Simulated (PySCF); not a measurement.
Polarisability and C₆ of Ag (silver, neutral)

[Kr] 4d10 5s1, 2S determinant. Computed with PySCF 2.14 in def2-TZVPPD with the def2 core potential (28 electrons) (6s4p3d2f1g, 56 functions), with scalar relativity through the core potential. Coupled (time-dependent) response in atomic units; α is the mean over directions.

```json
{"method": "UHF", "mean α (bohr³)": "81.08", "C₆ (like pair)": "642.2", "S(−4)": "6159"}
{"method": "PBE", "mean α (bohr³)": "44.60", "C₆ (like pair)": "303.5", "S(−4)": "1588"}
{"method": "PBE0", "mean α (bohr³)": "49.56", "C₆ (like pair)": "344.7", "S(−4)": "2041"}
{"method": "BLYP", "mean α (bohr³)": "42.34", "C₆ (like pair)": "284.8", "S(−4)": "1402"}
{"method": "MN15", "mean α (bohr³)": "49.96", "C₆ (like pair)": "356.7", "S(−4)": "1960"}
```

S(−4) is the Cauchy moment in α(ω) = α(0) + S(−4) ω² + …

Reference α: 55 ± 8 bohr³ (recommended; Schwerdtfeger and Nagle, table of static dipole polarizabilities (2023 update)). Published C₆: 341.0 (Gould and Bucko (2016)).

Hartree-Fock lies above the reference because it lacks correlation, which contracts the outer shell.

α(iu) at BLYP:

| u (hartree) | α(iu) (bohr³) |
| --- | --- |
| 0 | 42.34 |
| 0.0500 | 39.15 |
| 0.100 | 32.33 |
| 0.200 | 20.43 |
| 0.300 | 13.82 |
| 0.500 | 8.024 |
| 0.750 | 5.296 |
| 1.00 | 4.037 |
| 1.50 | 2.788 |
| 2.00 | 2.094 |
| 3.00 | 1.290 |
| 5.00 | 0.5979 |

A single London oscillator, α(iu) = α/(1 + u²/ω²), gives C₆ = (3/4) ω α². Matching the computed C₆ needs ω = 4 × 284.8 / (3 × 42.34²) = 0.212 hartree.

Energies and moments cover only the electrons outside the core potential.
